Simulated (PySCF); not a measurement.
Planning an excited-state job on `O=C([O-])C1(CCl)CC1`.

Method: TDDFT CAM-B3LYP/def2-SVPD, vertical, gas phase, core orbitals frozen in the response (PySCF 2.14.0, density-fitted response routines). Geometry: GFN2-xTB. Work: 8 singlets by full TDDFT, 3 Tamm–Dancoff triplets, polarisability, density fitting. The input is one job of a driver script: a line of settings, then coordinates in Å.

Command:
```bash
OMP_NUM_THREADS=1 python probes_run.py task.json out
```

Input:
```
{"job": {"kind": "uv", "xc": "CAM-B3LYP", "basis": "def2-SVPD", "nstates": 8, "ntriplets": 3}, "charge": -1, "multiplicity": 1}
O     -0.227175     2.488546    -0.551271
C     -0.852609     1.529106    -0.088535
O     -2.005449     1.454607     0.336707
C     -0.031912     0.160668    -0.031941
C      1.350362     0.336048    -0.568170
Cl     2.357877    -1.150848    -0.546779
C     -0.308343    -0.757761     1.119246
C     -0.797316    -1.108297    -0.253054
H      1.322163     0.660300    -1.609593
H      1.899971     1.074953     0.016918
H     -1.041468    -0.422846     1.838928
H      0.507338    -1.333528     1.539026
H     -0.318446    -1.925615    -0.778191
H     -1.855672    -1.005803    -0.445458
```

Hardware: one thread of an Arm Neoverse N1 (shared host). PySCF's memory limit was set to 1040 MB.

The basis has 221 functions.

**Question.** Which is nearest to the wall time?
A. 1.7 min
B. 14 min
C. 1.7 h

**Answer.** A. The run took 1.7 min. The SCF took 15 cycles.

**Question.** Estimate the peak memory.

**Answer.** About 1.0 GiB. Peak memory is the resident size of the whole Python process, interpreter and libraries included.

**Question.** At this speed, how long would 5000 such jobs take on 8 cores, one job a core?

**Answer.** 5000/8 gives 625 rounds of 1.7 min, about 18 h of wall time and 140 core-hours, if the jobs don't slow each other.

The SCF part of the output:
```
coarse grid: 12952 points
cycle   1  E = -803.9669785606  dE =  1.414e+00  |g| = 1.087e+00  |ddm| = 6.829e+00
cycle   2  E = -803.7377693225  dE =  2.292e-01  |g| = 1.600e+00  |ddm| = 4.585e+00
cycle   3  E = -804.2073536952  dE = -4.696e-01  |g| = 8.956e-02  |ddm| = 3.068e+00
cycle   4  E = -804.2088382080  dE = -1.485e-03  |g| = 5.351e-02  |ddm| = 3.020e-01
cycle   5  E = -804.2094982136  dE = -6.600e-04  |g| = 1.513e-02  |ddm| = 1.226e-01
cycle   6  E = -804.2095362535  dE = -3.804e-05  |g| = 7.616e-03  |ddm| = 3.054e-02
cycle   7  E = -804.2095479843  dE = -1.173e-05  |g| = 1.631e-03  |ddm| = 1.403e-02
cycle   8  E = -804.2095487698  dE = -7.855e-07  |g| = 4.104e-04  |ddm| = 5.591e-03
final grid: 122440 points
cycle   9  E = -804.3330032323  dE = -3.545e-05  |g| = 3.078e-03  |ddm| = 1.035e-01
cycle  10  E = -804.3330030559  dE =  1.764e-07  |g| = 3.398e-03  |ddm| = 1.495e-02
cycle  11  E = -804.3330055876  dE = -2.532e-06  |g| = 5.050e-04  |ddm| = 6.006e-03
cycle  12  E = -804.3330056264  dE = -3.877e-08  |g| = 2.505e-04  |ddm| = 1.201e-03
cycle  13  E = -804.3330056389  dE = -1.247e-08  |g| = 8.559e-05  |ddm| = 5.609e-04
cycle  14  E = -804.3330056403  dE = -1.383e-09  |g| = 2.270e-05  |ddm| = 1.496e-04
cycle  15  E = -804.3330056404  dE = -1.114e-10  |g| = 4.965e-06  |ddm| = 6.241e-05
converged SCF energy = -804.3330056404
```

On the final grid dE counts from the start density on that grid.

Other jobs ran on the host; a repeat could differ by tens of per cent or more.
